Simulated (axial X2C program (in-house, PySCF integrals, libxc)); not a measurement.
# Spin–orbit effects along a row: molecules with Te (ions), PBE0

All values come from calculations with an in-house all-electron X2C program for linear molecules (integrals from PySCF), spin-free (one-electron X2C) or two-component (2c: spin–orbit coupling with atomic mean-field Coulomb and Gaunt terms, which also bring small scalar terms), in Dyall basis sets with cores contracted in-house; open shells are unrestricted.

Basis sets: B dyall-av3z, C dyall-av3z, F dyall-av3z, Li dyall-av3z, N dyall-av3z, O dyall-av3z, Te dyall-acv3z.

```
molecule   spin-free state  Re (Å)  ωe (cm⁻¹)  De (eV)  2c state  Re 2c (Å)  ωe 2c (cm⁻¹)  De 2c (eV)
   LiTe⁻    M_S = 0, Λ = 0   2.384      506.5     2.01     Ω = 0      2.390         497.2        1.87
    BTe⁻                 ?       ?          ?        ?         ?          ?             ?           ?
    TeC⁻  M_S = 1/2, Λ = 1   1.993      689.8     3.73   Ω = 1/2      1.998         679.7        3.65
    TeN⁻    M_S = 1, Λ = 0   1.944      663.0     2.82     Ω = 1      1.946         657.9        2.66
    TeO⁻  M_S = 1/2, Λ = 1   1.883      702.6     3.56   Ω = 3/2      1.885         702.1        3.54
    TeF⁻    M_S = 0, Λ = 0   1.993      512.8     2.61     Ω = 0      2.004         494.0        2.41
```

**Question.** Estimate the 2c Re and ωe of BTe⁻ as the mean of its neighbours in the table.

**Answer.** Re ≈ 2.194 Å, ωe ≈ 588.5 cm⁻¹. The PBE0 runs give the row below, so the estimate misses by 0.127 Å and -75.2 cm⁻¹.

```tsv
molecule	spin-free state	Re (Å)	ωe (cm⁻¹)	De (eV)	2c state	Re 2c (Å)	ωe 2c (cm⁻¹)	De 2c (eV)
BTe⁻	M_S = 0, Λ = 0	2.065	667.2	4.23	Ω = 0	2.067	663.7	4.07
```

Fragments in 2c: Te- + Li, Te- + B, Te- + C, Te- + N, Te- + O, Te + F-. Each entry is the lowest single determinant of a limited PBE0 search at one distance. De goes to single-determinant-based atoms at the same level (for ions the charge split of lowest energy) and is withheld (n/a) where an atom does not fit its ground term or J level. Main or longest-lived isotopes. One determinant is a doubtful description, or other states lie close, for TeC⁻, TeN⁻; these need not be ground states, and all values refer to the states named. Some open-shell Ω = 0 determinants are out of reach, so the Ω given for TeN⁻ need not be the lowest component. With several unpaired electrons the Ω given is that of one determinant, not necessarily of the lowest component. Some light 2c atoms are not at their ground J level, so De misses part of their lowering (0.04 eV or less). The functionals have no current term, which raises determinants with orbital currents.
